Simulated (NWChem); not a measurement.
System: CCl2F, doublet; SMILES F[C](Cl)Cl

The following NWChem deck was run.

```
start job
memory heap 200 mb stack 900 mb global 1100 mb
geometry units angstroms noautosym nocenter noautoz
  F      1.603104    -0.080285     0.000000
  C      0.339984     0.325586     0.000000
  Cl    -0.489238    -0.041916    -1.488069
  Cl    -0.489238    -0.041916     1.488069
end
basis spherical
  F library def2-svp
  C library def2-svp
  Cl library def2-svp
end
dft
  odft
  mult 2
  xc b3lyp
  iterations 150
  mulliken
end
task dft energy
esp
  recalculate
  probe 0.07
  range 0.3
  factor 1.0
  spacing 0.02
end
task esp
```

Excerpt of the output:

```
             Northwest Computational Chemistry Package (NWChem) 7.3.0
             --------------------------------------------------------

                             Geometry "geometry" -> ""
                             -------------------------

 Output coordinates in angstroms (scale by  1.889725989 to convert to a.u.)

  No.       Tag          Charge          X              Y              Z
 ---- ---------------- ---------- -------------- -------------- --------------
    1 F                    9.0000     1.60310400    -0.08028500     0.00000000
    2 C                    6.0000     0.33998400     0.32558600     0.00000000
    3 Cl                  17.0000    -0.48923800    -0.04191600    -1.48806900
    4 Cl                  17.0000    -0.48923800    -0.04191600     1.48806900

 Effective nuclear repulsion energy (a.u.)     197.9302596297

                                 NWChem DFT Module
                                 -----------------

 Summary of "ao basis" -> "ao basis" (spherical)
 ------------------------------------------------------------------------------
       Tag                 Description            Shells   Functions and Types
 ---------------- ------------------------------  ------  ---------------------
 F                          def2-svp                 6       14   3s2p1d
 C                          def2-svp                 6       14   3s2p1d
 Cl                         def2-svp                 8       18   4s3p1d

            General Information
            -------------------
          SCF calculation type: DFT
          Wavefunction type:  spin polarized.
          No. of atoms     :     4
          No. of electrons :    49
           Alpha electrons :    25
            Beta electrons :    24
          Charge           :     0
          Spin multiplicity:     2
          Use of symmetry is: off; symmetry adaption is: off
          Maximum number of iterations: 150
          AO basis - number of functions:    64
                     number of shells:    28
          Convergence on energy requested:  1.00D-06
          Convergence on density requested:  1.00D-05
          Convergence on gradient requested:  5.00D-04

              XC Information
              --------------
                         B3LYP Method XC Potential
                     Hartree-Fock (Exact) Exchange  0.200
                        Slater Exchange Functional  0.800 local
                    Becke 1988 Exchange Functional  0.720 non-local
              Lee-Yang-Parr Correlation Functional  0.810
                  VWN I RPA Correlation Functional  0.190 local

             Grid Information
             ----------------
          Grid used for XC integration:  medium
          Radial quadrature: Mura-Knowles
          Angular quadrature: Lebedev.
          Tag              B.-S. Rad. Rad. Pts. Rad. Cut. Ang. Pts.
          ---              ---------- --------- --------- ---------
          F                   0.50       49           7.0       434
          C                   0.70       49           6.0       434
          Cl                  1.00       88           8.0       590
          Grid pruning is: on
          Number of quadrature shells:   274
          Spatial weights used:  Erf1

      Superposition of Atomic Density Guess
      -------------------------------------

 Sum of atomic energies:       -1055.56436029

      Non-variational initial energy
      ------------------------------

 Total energy =   -1056.420771
 1-e energy   =   -1854.295679
 2-e energy   =     599.944648
 HOMO         =      -0.096089
 LUMO         =       0.119926

     ---------------------------------------------
      Total Density - Mulliken Population Analysis
     ---------------------------------------------

    Atom       Charge   Shell Charges
 -----------   ------   -------------------------------------------------------
    1 F    9     9.36   1.99  1.14  0.76  3.43  2.03  0.01
    2 C    6     5.16   1.99  0.92  0.33  1.20  0.63  0.08
    3 Cl  17    17.24   2.00  1.99  1.22  0.71  5.94  2.12  3.22  0.03
    4 Cl  17    17.24   2.00  1.99  1.22  0.71  5.94  2.12  3.22  0.03

     --------------------------------------------
      Spin Density - Mulliken Population Analysis
     --------------------------------------------

[...]

                     NWChem Electrostatic Potential Fit Module
                     -----------------------------------------

 Atom parameters

 Number of atoms is                                    4
 Number of basis functions is                         64

 Grid parameters

 Maximum number of grid points is                  23671
 Number of grid points is                          23670
 Grid range                                     0.300000 nm
 Grid spacing                                   0.020000 nm
 Probe radius                                   0.070000 nm
 Atom radius factor                             1.000000

 Atomic radii

    6    0.147000
    9    0.128000
   17    0.169000
 FASTESP  F
  using M.O. file = ./job.movecs

    Atom              Coordinates                           Charge

                                                  ESP

    1 F     0.160310   -0.008029    0.000000   -0.062611
    2 C     0.033998    0.032559    0.000000    0.089462
    3 Cl   -0.048924   -0.004192   -0.148807   -0.013311
    4 Cl   -0.048924   -0.004192    0.148807   -0.013539
                                            ------------
                                               -0.000000

 Dipole moment                                  0.126389

 Quadrupole moment Qxx                         -0.375155
                   Qyy                          0.505909
                   Qzz                         -0.130754

 RMS deviation kJ/mol                           0.103692

 RRMS %                                        90.899887
```

Level: B3LYP/def2-SVP, spin-unrestricted. In the optimisation the excess spin sits in a' (Cs, its own frame). Geometry: optimised at B3LYP/6-31G* (spherical d), spin-unrestricted. No stability test was run on the SCF state.
